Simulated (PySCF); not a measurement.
CH₆ClGeN, SMILES [CH3][Ge@H]([NH2])[Cl]. Heavy atoms are numbered as in [CH3:1][Ge@H:2]([NH2:3])[Cl:4]. Hydrogens are named by the atom that carries them.

The structure is a stationary point at ωB97X-D3(BJ)/def2-SVP. The structure was generated by enumeration; whether it is a known compound was not checked. Other conformers were not sampled.

Computed with ωB97X/def2-TZVP run with PySCF.

Atomic charges (e), one atom of each kind:

| atom | meta-Löwdin | Löwdin | Mulliken |
|---|---|---|---|
| C1 (CH3) | -0.56 | -0.49 | -0.46 |
| Ge2 (GeH) | 0.86 | 0.16 | 0.49 |
| N3 (NH2) | -0.70 | -0.35 | -0.62 |
| Cl4 | -0.38 | 0.04 | -0.35 |
| H on C1 | 0.13 | 0.13 | 0.15 |
| H on Ge2 | -0.08 | -0.05 | 0.02 |
| H on N3 | 0.23 | 0.15 | 0.24 |
